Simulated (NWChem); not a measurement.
Species: digermane (Ge$_{2}$H$_{6}$); SMILES [GeH3][GeH3]

Q: Give the equilibrium geometry at B3LYP/6-31G* (spherical d) (NWChem) as a list of bonds and angles, with the point group.

A: point group D3d; any orientation.
Bonded distances (Å): Ge1–Ge2 2.449, Ge1–H3 1.547, Ge1–H4 1.547, Ge1–H5 1.547, Ge2–H6 1.547, Ge2–H7 1.547, Ge2–H8 1.547. Bond angles (°): Ge2–Ge1–H3 110.7, Ge2–Ge1–H4 110.7, Ge2–Ge1–H5 110.7, H3–Ge1–H4 108.2, H3–Ge1–H5 108.2, H4–Ge1–H5 108.2, Ge1–Ge2–H6 110.7, Ge1–Ge2–H7 110.7, Ge1–Ge2–H8 110.7, H6–Ge2–H7 108.2, H6–Ge2–H8 108.2, H7–Ge2–H8 108.2.
